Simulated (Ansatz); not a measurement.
`[SiH3]C1[SiH2][SiH2]1`, relaxed with RKS PBE-D4/def2-SVP in the Gaussian-basis code of Ansatz from a rough embedded geometry. The force threshold is 0.03 eV/Å; the program also tests the step.

Charge 0, multiplicity 1.

Start:

```xyz
12

Si   -0.169   -1.697    0.054
C     0.333    0.022    0.515
Si   -1.055    1.056    0.654
Si    1.208    0.813   -0.804
H     1.071   -2.580   -0.074
H    -0.990   -2.326    1.190
H    -0.958   -1.800   -1.190
H     0.844   -0.035    1.426
H    -0.812    2.443    1.243
H    -1.984    1.172   -0.507
H     0.656    0.829   -2.100
H     1.854    2.103   -0.407
```

(1) How much energy does the relaxation release, and in how many steps? (Best estimate.)

(2) Which bonds change most? (Best estimate.)

(3) Give the relaxed structure. (An estimate is asked.)

Results:

(1) Ansatz gave: 29.10 kcal/mol, in 23 steps, 1 of them rejected.

(2) Computed: Si3–H12 from 3.269 to 1.653 Å; C2–Si4 from 1.770 to 1.994 Å; Si3–Si4 from 2.704 to 2.535 Å; Si4–H11 from 1.409 to 1.551 Å.

(3) The calculation gave: 
```xyz
12

Si   -0.198   -1.760    0.089
C     0.498   -0.081    0.569
Si   -0.567    1.404    0.298
Si    1.668    0.841   -0.758
H     0.905   -2.737   -0.229
H    -1.024   -2.353    1.201
H    -1.064   -1.604   -1.133
H     0.967   -0.093    1.573
H    -0.751    2.356    1.441
H    -1.768    1.278   -0.583
H     0.739    0.494   -1.951
H     0.594    2.254   -0.518
```
